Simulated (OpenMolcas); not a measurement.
Computed levels of 4s² 4p³ in ions with 33 electrons, in cm-1 above ⁴S°_3/2.

| Property | Result |
| --- | --- |
| Program | OpenMolcas 26.06 |
| Method | RASSCF |
| Basis | ANO-RCC-VTZP |
| Scalar Hamiltonian | DKH2, point nucleus |
| Spin-orbit coupling | state interaction with AMFI integrals over the reference wave functions, term energies averaged over their components |

Active space for each ion: 5 electrons in 9 orbitals (RAS2 4s 4p; RAS3 4d, at most 2 electrons).

| Level | As | Br2+ | Kr3+ |
| --- | --- | --- | --- |
| ²D°_3/2 | 13900 | 19739 | 21571 |
| ²D°_5/2 | 14115 | 20601 | 22938 |
| ²P°_1/2 | 22033 | 31696 | 35565 |
| ²P°_3/2 | 22289 | 32777 | 37327 |

Estimate ²D°_3/2, ²D°_5/2 for Se+ from its neighbours As and Br2+.

²D°_3/2 is another term, which grows about linearly with the charge: (13900 + 19739) / 2 = 16820. The calculation gives 16578, so the estimate is off by +1.5 %; the measured value is 13168 (NIST Handbook of Basic Atomic Spectroscopic Data).
²D°_5/2 is another term, which grows about linearly with the charge: (14115 + 20601) / 2 = 17358. The calculation gives 17041, so the estimate is off by +1.9 %; the measured value is 13784 (NIST Handbook of Basic Atomic Spectroscopic Data).

Some high roots are left out of the spin-orbit mixing, which shifts the levels that they would mix with (holds for As). Without dynamic correlation excited terms often stand tens of per cent too high (terms of higher spin than the ground term too low), and those without a measured partner can miss by more than the paired ones (holds for As; Se+). Active for correlation alone: 4d; no level in the range computed is led by a configuration that fills it, so any true level of that kind is missing (holds for As). The run also gave levels led by 4s² 4p² 4d, which use shells meant for correlation; these and all levels above them are left out (holds for Se+; Br2+; Kr3+). Computed and measured levels are paired by configuration, term and J; levels that our copy of the source lacks, or whose pairing is in doubt (as where it misses far off the trend of its configuration), stay unpaired and out of the deviations. Only configurations of the active space appear.

° marks odd parity.
